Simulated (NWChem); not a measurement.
**A calculation on CH₃Be (+1)**

```xyz
5

Be     0.7087    -1.0058     0.0000
C     -0.2423     0.3438     0.0000
H     -0.8848     0.3545     0.8992
H     -0.8848     0.3545    -0.8992
H      0.3883     1.2515     0.0000
```
Charge +1, spin multiplicity 1.

All runs are NWChem calculations. Structure: optimised with PBE0/def2-SVP, a minimum by its harmonic frequencies.

Symmetry labels belong to the abelian group Cs used in the runs, with the axes of the coordinates shown; states degenerate in a higher group split over its labels.

The spin multiplicity of the parent species was assumed, not shown to be that of its ground state. The structure started from a generated list of species.

Task: List the lowest 6 singlet excitations that TD-CAM-B3LYP/def2-SVPD gives, with oscillator strengths.

Result: 
```
state  symmetry  energy (eV)  wavelength (nm)      f
-----  --------  -----------  ---------------  -----
1            a'         4.34              285  0.121
2            a"         5.57              223  0.007
3            a'         5.57              223  0.007
4            a"         6.95              178  0.132
5            a'         6.95              178  0.132
6            a"         8.19              151  0.000
```
